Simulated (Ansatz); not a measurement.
Born–Oppenheimer molecular dynamics of AlCl3FH3OZr (10 atoms, charge 0, multiplicity 1). It starts at the highest image of a converged band. Of that band: A vibrational analysis at the climbing image gives 2 clearly imaginary modes (1178i, 47i cm⁻¹): a point of higher order. A lower path may pass nearby, or the ends, which weren't checked, may share the extra mode.

Theory: Ansatz, RHF/def2-SVP.

* ensemble: NVE (velocity Verlet)
* time step: 0.5 fs
* steps asked: 200
* starting velocities drawn for: 300 K
* seed: 2609

First frame:

```xyz
10
Properties=species:S:1:pos:R:3
Zr 0.134 -0.321 -0.131
Cl 0.979 0.240 2.498
Cl 2.016 0.689 -1.154
F -1.311 0.851 0.217
Cl -0.838 -1.664 -1.855
O 0.496 -1.947 1.025
Al 0.472 -3.692 0.992
H 1.337 -4.400 -0.102
H -0.359 -4.391 2.121
H 0.803 -1.121 2.028
```

(1) How far do the bonds stretch over the last three quarters of this one trajectory? (Pairs bonded in most of those frames.)

## Answers

(1) 
```
   bond  mean (Å)  spread (Å)  shortest  longest
Zr1–Cl2     2.464       0.171      2.25     2.80
Zr1–Cl3     2.355       0.035      2.30     2.40
 Zr1–F4     1.886       0.004      1.87     1.89
Zr1–Cl5     2.434       0.068      2.29     2.51
 Zr1–O6     2.373       0.102      2.18     2.52
 O6–Al7     1.795       0.043      1.71     1.86
 O6–H10     0.985       0.079      0.86     1.11
 Al7–H8     1.561       0.031      1.51     1.61
 Al7–H9     1.568       0.028      1.53     1.61
```

Pairs bonded in part of these frames only: Zr1–H10 23 %.

Mean temperature of the second half: 703 K. The conserved energy stayed within 0.86 meV per atom of its start (net change -0.68 meV per atom), so the integration is sound. The kinetic energy rose, since the run started high on the potential surface and went downhill. A run of 0.1 ps of so small a system gives no equilibrium averages. The orbitals stay closed-shell, which can raise the energy where a bond breaks towards radicals; this wasn't checked here.

Run time: 5.6 min on 4 threads of INTEL(R) XEON(R) PLATINUM 8581C CPU @ 2.10GHz (Emerald Rapids), with other jobs on the host, peak memory 0.48 GiB.
